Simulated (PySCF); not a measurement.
PySCF job for C6H10, SMILES C=C(C)CC=C, SMD-PBE0/def2-SVP. Geometry: PBE0-D3(BJ)/def2-SVP. One conformer was computed; it need not be the lowest.

```python
import numpy as np
from pyscf import gto, scf, dft
from pyscf.solvent import smd

mol = gto.M(
    atom='''
    C     2.50854285    0.42035375    0.36321829
    C     1.49161214   -0.26621066   -0.15763439
    C     0.26889196    0.35011047   -0.77321453
    C    -1.01005228    0.04364946   -0.02744141
    C    -1.74139273    1.01947753    0.52097544
    C    -1.41050314   -1.39888304    0.05606898
    H     2.51295181    1.51540740    0.37065092
    H     3.37451956   -0.08349998    0.80053859
    H     1.53352662   -1.36246293   -0.14132580
    H     0.40213436    1.44001495   -0.84585239
    H     0.16564950   -0.03184894   -1.80738854
    H    -1.43452693    2.06712659    0.45563202
    H    -2.67150380    0.80315066    1.05431323
    H    -2.38101497   -1.52178474    0.55614760
    H    -0.66509679   -1.98884287    0.61473051
    H    -1.47923194   -1.84824513   -0.94928042
    ''',
    basis='def2-SVP',
    charge=0,
    spin=0,
    max_memory=1600,
    verbose=3,
)
mf = dft.RKS(mol, xc='pbe0').density_fit(auxbasis='def2-universal-jkfit')
mf.grids.level = 3
mf.conv_tol = 1e-9
mf.max_cycle = 100
mf.kernel()
res = {}
for name in ['water', '1-octanol', 'ethylethanoate']:
    s = mf.SMD()
    s.with_solvent.solvent, s.with_solvent.sasa_ng = name, 194
    s.kernel(mf.make_rdm1())
    res[name] = (s.e_tot, s.with_solvent.get_cds(), s.dip_moment(), s.mo_energy, s.converged)
    print(f'SMD {name}: dG(solv) = {(s.e_tot - mf.e_tot) * 627.509474:.3f} kcal/mol, of which CDS {res[name][1] * 627.509474:.3f}')
```

Program output:

```
converged SCF energy = -234.151879997621
converged SCF energy = -234.150027630032
Dipole moment(X, Y, Z, Debye):  0.01859, -0.72219, -0.47571
SMD water: dG(solv) = 1.162 kcal/mol, of which CDS 4.738
converged SCF energy = -234.155779304018
Dipole moment(X, Y, Z, Debye):  0.01341, -0.67626, -0.42986
SMD 1-octanol: dG(solv) = -2.447 kcal/mol, of which CDS 0.569
converged SCF energy = -234.157272457492
Dipole moment(X, Y, Z, Debye):  0.01027, -0.64763, -0.40304
SMD ethylethanoate: dG(solv) = -3.384 kcal/mol, of which CDS -0.730
```

The calculation finished and met its thresholds.
